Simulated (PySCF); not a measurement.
# input.py for HI⁺

File input.py (PySCF 2.14):

```python
from pyscf import gto, scf
from pyscf.geomopt.geometric_solver import optimize

mol = gto.M(
    atom='H 0 0 0; I 0 0 1.557',
    basis='x2c-svpall',
    charge=1,
    spin=1,
    verbose=4,
)
mf = scf.ROHF(mol)
mf = mf.sfx2c1e()
mf.kernel()
mol_eq = optimize(mf, maxsteps=30)
print('optimised geometry (angstrom)')
print(mol_eq.tostring('raw'))
print('orbital energies (hartree):', mf.mo_energy[..., max(0, mol.nelec[1]-3):mol.nelec[0]+3].round(4))
```

```bash
$ python input.py
```

Output (some set-up lines and the per-cycle HOMO/LUMO lines with their warnings removed):

```
PySCF version 2.14.0

[INPUT] Symbol           X                Y                Z      unit          X                Y                Z       unit  Magmom
[INPUT]  1 H      0.000000000000   0.000000000000   0.000000000000 AA    0.000000000000   0.000000000000   0.000000000000 Bohr   0.0
[INPUT]  2 I      0.000000000000   0.000000000000   1.557000000000 AA    0.000000000000   0.000000000000   2.942303575948 Bohr   0.0

nuclear repulsion = 18.013097096185
number of shells = 5
number of NR pGTOs = 112
number of NR cGTOs = 41
basis = x2c-svpall
ecp = {}

******** <class 'pyscf.x2c.sfx2c1e.sfX2C1eROHF'> ********
method = sfX2C1eROHF
initial guess = minao
damping factor = 0
level_shift factor = 0
DIIS = <class 'pyscf.scf.diis.CDIIS'>
SCF conv_tol = 1e-09
SCF max_cycles = 50
num. doubly occ = 26  num. singly occ = 1

******** <class 'pyscf.x2c.sfx2c1e.SpinFreeX2CHelper'> ********
approx = 1e
xuncontract = 1
init E= -7112.48172083491
cycle= 1 E= -7112.26624659278  delta_E= 0.215  |g|= 0.252  |ddm|= 1.15
cycle= 2 E= -7112.29457089253  delta_E= -0.0283  |g|= 0.0637  |ddm|= 0.51
cycle= 3 E= -7112.29565977851  delta_E= -0.00109  |g|= 0.011  |ddm|= 0.0575
cycle= 4 E= -7112.2957424845  delta_E= -8.27e-05  |g|= 0.00259  |ddm|= 0.0188
cycle= 5 E= -7112.29574816279  delta_E= -5.68e-06  |g|= 0.00049  |ddm|= 0.00499
cycle= 6 E= -7112.29574835507  delta_E= -1.92e-07  |g|= 0.000113  |ddm|= 0.000989
cycle= 7 E= -7112.2957483626  delta_E= -7.54e-09  |g|= 1.51e-05  |ddm|= 0.000209
cycle= 8 E= -7112.29574836276  delta_E= -1.62e-10  |g|= 1.68e-06  |ddm|= 3.5e-05
Extra cycle  E= -7112.29574836276  delta_E=    0  |g|= 4.61e-07  |ddm|= 2.71e-06
converged SCF energy = -7112.29574836276
Create scanner for <class 'pyscf.grad.rohf.Gradients'>
Create scanner for <class 'pyscf.x2c.sfx2c1e.sfX2C1eROHF'>
input.py

Current date and time:

#|     Arguments passed to driver run_optimizer():      |#
customengine              <pyscf.geomopt.geometric_solver.PySCFEngine object>
logIni                    <dir>
maxiter                   30
----------------------------------------------------------
Custom engine selected.
Bonds will be generated from interatomic distances less than 1.20 times sum of covalent radii
6 internal coordinates being used (instead of 6 Cartesians)
Internal coordinate system (atoms numbered from 1):
Distance 1-2
Translation-X 1-2
Translation-Y 1-2
Translation-Z 1-2
Rotation-A 1-2
Rotation-B 1-2
Rotation-C 1-2
<class 'geometric.internal.Distance'> : 1
<class 'geometric.internal.TranslationX'> : 1
<class 'geometric.internal.TranslationY'> : 1
<class 'geometric.internal.TranslationZ'> : 1
<class 'geometric.internal.RotationA'> : 1
<class 'geometric.internal.RotationB'> : 1
<class 'geometric.internal.RotationC'> : 1
> ===== Optimization Info: ====
> Job type: Energy minimization
> Maximum number of optimization cycles: 30
> Initial / maximum trust radius (Angstrom): 0.100 / 0.300
> Convergence Criteria:
> Will converge when all 5 criteria are reached:
>  |Delta-E| < 1.00e-06
>  RMS-Grad  < 3.00e-04
>  Max-Grad  < 4.50e-04
>  RMS-Disp  < 1.20e-03
>  Max-Disp  < 1.80e-03
> === End Optimization Info ===

Geometry optimization cycle 1
Cartesian coordinates (Angstrom)
 Atom        New coordinates             dX        dY        dZ
   H   0.000000   0.000000   0.000000    0.000000  0.000000  0.000000
   I   0.000000   0.000000   1.557000    0.000000  0.000000  0.000000

WARN: Mole.unit (angstrom) is changed to Bohr

New geometry
   1 H      0.000000000000   0.000000000000   0.000000000000 AA    0.000000000000   0.000000000000   0.000000000000 Bohr
   2 I      0.000000000000   0.000000000000   1.557000000000 AA    0.000000000000   0.000000000000   2.942303575948 Bohr

******** <class 'pyscf.scf.hf.sfX2C1eROHF_Scanner'> ********
method = sfX2C1eROHF_Scanner
initial guess = minao
damping factor = 0
level_shift factor = 0
DIIS = <class 'pyscf.scf.diis.CDIIS'>
SCF conv_tol = 1e-09
SCF max_cycles = 50
num. doubly occ = 26  num. singly occ = 1

******** <class 'pyscf.x2c.sfx2c1e.SpinFreeX2CHelper'> ********
approx = 1e
xuncontract = 1
init E= -7112.29574836276
cycle= 1 E= -7112.29574836277  delta_E= -5.46e-12  |g|= 1.54e-07  |ddm|= 8.22e-07
Extra cycle  E= -7112.29574836276  delta_E= 5.46e-12  |g|= 4.76e-08  |ddm|= 2.46e-07
converged SCF energy = -7112.29574836276

******** <class 'pyscf.grad.rhf.Gradients_Scanner'> for <class 'pyscf.scf.hf.sfX2C1eROHF_Scanner'> ********
unit = Eh/Bohr
--------------- sfX2C1eROHF_Scanner gradients ---------------
         x                y                z
0 H    -0.0000000000    -0.0000000000     0.0283174039
1 I     0.0000000000     0.0000000000    -0.0283174039
----------------------------------------------
cycle 1: E = -7112.29574836  dE = -7112.3  norm(grad) = 0.0400469
Step    0 : Gradient = 2.832e-02/2.832e-02 (rms/max) Energy = -7112.2957483628
Hessian Eigenvalues: 5.00000e-02 5.00000e-02 5.00000e-02 ... 5.00000e-02 5.00000e-02 1.45858e-01

Geometry optimization cycle 2
Cartesian coordinates (Angstrom)
 Atom        New coordinates             dX        dY        dZ
   H   0.000000   0.000000  -0.051368    0.000000  0.000000 -0.051368
   I  -0.000000  -0.000000   1.608368   -0.000000 -0.000000  0.051368
New geometry
   1 H      0.000000000106   0.000000000049  -0.051368361249 AA    0.000000000201   0.000000000092  -0.097072134229 Bohr
   2 I     -0.000000000106  -0.000000000049   1.608368361249 AA   -0.000000000201  -0.000000000092   3.039375710176 Bohr

******** <class 'pyscf.scf.hf.sfX2C1eROHF_Scanner'> ********
method = sfX2C1eROHF_Scanner
initial guess = minao
damping factor = 0
level_shift factor = 0
DIIS = <class 'pyscf.scf.diis.CDIIS'>
SCF conv_tol = 1e-09
SCF max_cycles = 50
num. doubly occ = 26  num. singly occ = 1

******** <class 'pyscf.x2c.sfx2c1e.SpinFreeX2CHelper'> ********
approx = 1e
xuncontract = 1
init E= -7112.23831330831
cycle= 1 E= -7112.29646328776  delta_E= -0.0581  |g|= 0.023  |ddm|= 0.0678
cycle= 2 E= -7112.29669263564  delta_E= -0.000229  |g|= 0.00544  |ddm|= 0.0327
cycle= 3 E= -7112.29670335659  delta_E= -1.07e-05  |g|= 0.000861  |ddm|= 0.00614
cycle= 4 E= -7112.29670371581  delta_E= -3.59e-07  |g|= 0.000147  |ddm|= 0.00131
cycle= 5 E= -7112.29670372302  delta_E= -7.21e-09  |g|= 2.91e-05  |ddm|= 0.000192
cycle= 6 E= -7112.29670372355  delta_E= -5.3e-10  |g|= 3.9e-06  |ddm|= 8.07e-05
Extra cycle  E= -7112.29670372356  delta_E= -9.09e-12  |g|= 1.13e-06  |ddm|= 9.7e-06
converged SCF energy = -7112.29670372356

******** <class 'pyscf.grad.rhf.Gradients_Scanner'> for <class 'pyscf.scf.hf.sfX2C1eROHF_Scanner'> ********
unit = Eh/Bohr
--------------- sfX2C1eROHF_Scanner gradients ---------------
         x                y                z
0 H    -0.0000000000     0.0000000000    -0.0151246314
1 I     0.0000000000    -0.0000000000     0.0151246314
----------------------------------------------
cycle 2: E = -7112.29670372  dE = -0.000955361  norm(grad) = 0.0213895
Step    1 : Displace = 5.137e-02/5.137e-02 (rms/max) Trust = 1.000e-01 (=) Grad = 1.512e-02/1.512e-02 (rms/max) E (change) = -7112.2967037236 (-9.554e-04) Quality = 0.348
Hessian Eigenvalues: 5.00000e-02 5.00000e-02 5.00000e-02 ... 5.00000e-02 5.00000e-02 2.23762e-01

Geometry optimization cycle 3
Cartesian coordinates (Angstrom)
 Atom        New coordinates             dX        dY        dZ
   H   0.000000   0.000000  -0.033484    0.000000 -0.000000  0.017884
   I  -0.000000  -0.000000   1.590484   -0.000000  0.000000 -0.017884
New geometry
   1 H      0.000000000156   0.000000000030  -0.033484127091 AA    0.000000000295   0.000000000057  -0.063275829722 Bohr
   2 I     -0.000000000156  -0.000000000030   1.590484127091 AA   -0.000000000295  -0.000000000057   3.005579405670 Bohr

******** <class 'pyscf.scf.hf.sfX2C1eROHF_Scanner'> ********
method = sfX2C1eROHF_Scanner
initial guess = minao
damping factor = 0
level_shift factor = 0
DIIS = <class 'pyscf.scf.diis.CDIIS'>
SCF conv_tol = 1e-09
SCF max_cycles = 50
num. doubly occ = 26  num. singly occ = 1

******** <class 'pyscf.x2c.sfx2c1e.SpinFreeX2CHelper'> ********
approx = 1e
xuncontract = 1
init E= -7112.3177510076
cycle= 1 E= -7112.29727371406  delta_E= 0.0205  |g|= 0.00794  |ddm|= 0.0224
cycle= 2 E= -7112.29730100725  delta_E= -2.73e-05  |g|= 0.00188  |ddm|= 0.0112
cycle= 3 E= -7112.29730228739  delta_E= -1.28e-06  |g|= 0.0003  |ddm|= 0.00213
cycle= 4 E= -7112.29730233179  delta_E= -4.44e-08  |g|= 5.08e-05  |ddm|= 0.000468
cycle= 5 E= -7112.29730233267  delta_E= -8.8e-10  |g|= 1.04e-05  |ddm|= 6.68e-05
Extra cycle  E= -7112.29730233273  delta_E= -6e-11  |g|= 3.06e-06  |ddm|= 2.51e-05
converged SCF energy = -7112.29730233273

******** <class 'pyscf.grad.rhf.Gradients_Scanner'> for <class 'pyscf.scf.hf.sfX2C1eROHF_Scanner'> ********
unit = Eh/Bohr
--------------- sfX2C1eROHF_Scanner gradients ---------------
         x                y                z
0 H     0.0000000000    -0.0000000000    -0.0022331866
1 I    -0.0000000000     0.0000000000     0.0022331866
----------------------------------------------
cycle 3: E = -7112.29730233  dE = -0.000598609  norm(grad) = 0.0031582
Step    2 : Displace = 1.788e-02/1.788e-02 (rms/max) Trust = 1.000e-01 (=) Grad = 2.233e-03/2.233e-03 (rms/max) E (change) = -7112.2973023327 (-5.986e-04) Quality = 1.171
Hessian Eigenvalues: 5.00000e-02 5.00000e-02 5.00000e-02 ... 5.00000e-02 5.00000e-02 1.90723e-01

Geometry optimization cycle 4
Cartesian coordinates (Angstrom)
 Atom        New coordinates             dX        dY        dZ
   H   0.000000   0.000000  -0.030386   -0.000000  0.000000  0.003098
   I  -0.000000  -0.000000   1.587386    0.000000 -0.000000 -0.003098
New geometry
   1 H      0.000000000066   0.000000000385  -0.030386039016 AA    0.000000000125   0.000000000728  -0.057421291751 Bohr
   2 I     -0.000000000066  -0.000000000385   1.587386039020 AA   -0.000000000125  -0.000000000728   2.999724867706 Bohr

******** <class 'pyscf.scf.hf.sfX2C1eROHF_Scanner'> ********
method = sfX2C1eROHF_Scanner
initial guess = minao
damping factor = 0
level_shift factor = 0
DIIS = <class 'pyscf.scf.diis.CDIIS'>
SCF conv_tol = 1e-09
SCF max_cycles = 50
num. doubly occ = 26  num. singly occ = 1

******** <class 'pyscf.x2c.sfx2c1e.SpinFreeX2CHelper'> ********
approx = 1e
xuncontract = 1
init E= -7112.30088182693
cycle= 1 E= -7112.29731329967  delta_E= 0.00357  |g|= 0.00139  |ddm|= 0.00399
cycle= 2 E= -7112.29731413227  delta_E= -8.33e-07  |g|= 0.000328  |ddm|= 0.00195
cycle= 3 E= -7112.29731417119  delta_E= -3.89e-08  |g|= 5.24e-05  |ddm|= 0.000372
cycle= 4 E= -7112.29731417254  delta_E= -1.35e-09  |g|= 8.78e-06  |ddm|= 8.14e-05
cycle= 5 E= -7112.29731417257  delta_E= -3.27e-11  |g|= 1.8e-06  |ddm|= 1.16e-05
Extra cycle  E= -7112.29731417257  delta_E= 7.28e-12  |g|= 5.28e-07  |ddm|= 4.34e-06
converged SCF energy = -7112.29731417257

******** <class 'pyscf.grad.rhf.Gradients_Scanner'> for <class 'pyscf.scf.hf.sfX2C1eROHF_Scanner'> ********
unit = Eh/Bohr
--------------- sfX2C1eROHF_Scanner gradients ---------------
         x                y                z
0 H     0.0000000000     0.0000000000     0.0002227359
1 I    -0.0000000000    -0.0000000000    -0.0002227359
----------------------------------------------
cycle 4: E = -7112.29731417  dE = -1.18398e-05  norm(grad) = 0.000314996
Step    3 : Displace = 3.098e-03/3.098e-03 (rms/max) Trust = 1.414e-01 (+) Grad = 2.227e-04/2.227e-04 (rms/max) E (change) = -7112.2973141726 (-1.184e-05) Quality = 0.906
Hessian Eigenvalues: 5.00000e-02 5.00000e-02 5.00000e-02 ... 5.00000e-02 5.00000e-02 2.09745e-01

Geometry optimization cycle 5
Cartesian coordinates (Angstrom)
 Atom        New coordinates             dX        dY        dZ
   H   0.000000   0.000000  -0.030667   -0.000000 -0.000000 -0.000281
   I  -0.000000  -0.000000   1.587667    0.000000  0.000000  0.000281
New geometry
   1 H      0.000000000039   0.000000000358  -0.030667015139 AA    0.000000000074   0.000000000677  -0.057952259671 Bohr
   2 I     -0.000000000039  -0.000000000358   1.587667015141 AA   -0.000000000074  -0.000000000677   3.000255835623 Bohr

******** <class 'pyscf.scf.hf.sfX2C1eROHF_Scanner'> ********
method = sfX2C1eROHF_Scanner
initial guess = minao
damping factor = 0
level_shift factor = 0
DIIS = <class 'pyscf.scf.diis.CDIIS'>
SCF conv_tol = 1e-09
SCF max_cycles = 50
num. doubly occ = 26  num. singly occ = 1

******** <class 'pyscf.x2c.sfx2c1e.SpinFreeX2CHelper'> ********
approx = 1e
xuncontract = 1
init E= -7112.29699059591
cycle= 1 E= -7112.29731428215  delta_E= -0.000324  |g|= 0.000126  |ddm|= 0.000362
cycle= 2 E= -7112.29731428901  delta_E= -6.86e-09  |g|= 2.98e-05  |ddm|= 0.000177
cycle= 3 E= -7112.29731428932  delta_E= -3.17e-10  |g|= 4.74e-06  |ddm|= 3.37e-05
Extra cycle  E= -7112.29731428934  delta_E= -1.82e-11  |g|= 1.17e-06  |ddm|= 6.23e-06
converged SCF energy = -7112.29731428934

******** <class 'pyscf.grad.rhf.Gradients_Scanner'> for <class 'pyscf.scf.hf.sfX2C1eROHF_Scanner'> ********
unit = Eh/Bohr
--------------- sfX2C1eROHF_Scanner gradients ---------------
         x                y                z
0 H    -0.0000000000     0.0000000000    -0.0000030887
1 I     0.0000000000    -0.0000000000     0.0000030887
----------------------------------------------
cycle 5: E = -7112.29731429  dE = -1.16776e-07  norm(grad) = 4.36802e-06
Step    4 : Displace = 2.810e-04/2.810e-04 (rms/max) Trust = 2.000e-01 (+) Grad = 3.089e-06/3.089e-06 (rms/max) E (change) = -7112.2973142893 (-1.168e-07) Quality = 0.987
Hessian Eigenvalues: 5.00000e-02 5.00000e-02 5.00000e-02 ... 5.00000e-02 5.00000e-02 2.09745e-01
Converged! =D

    #| If this code has benefited your research, please support us by citing: |#
    #| Wang, L.-P.; Song, C.C. (2016) "Geometry optimization made simple with |#
    #| translation and rotation coordinates", J. Chem, Phys. 144, 214108.     |#
    #|                                     |#
optimised geometry (angstrom)
H           0.00000000        0.00000000       -0.03066702
I          -0.00000000       -0.00000000        1.58766702
orbital energies (hartree): [-1.228  -0.8306 -0.6839 -0.5378 -0.1383  0.1021  0.2038]
```

In short: E(SCF) = -7112.295748 Eh, 8 cycles, all at the start geometry; optimised bond 1.618 Å with E = -7112.297314 Eh after 5 steps.

Wall time 17 s on one thread of a shared host.

The last line lists the levels of the start geometry. No search for the lowest solution was made.
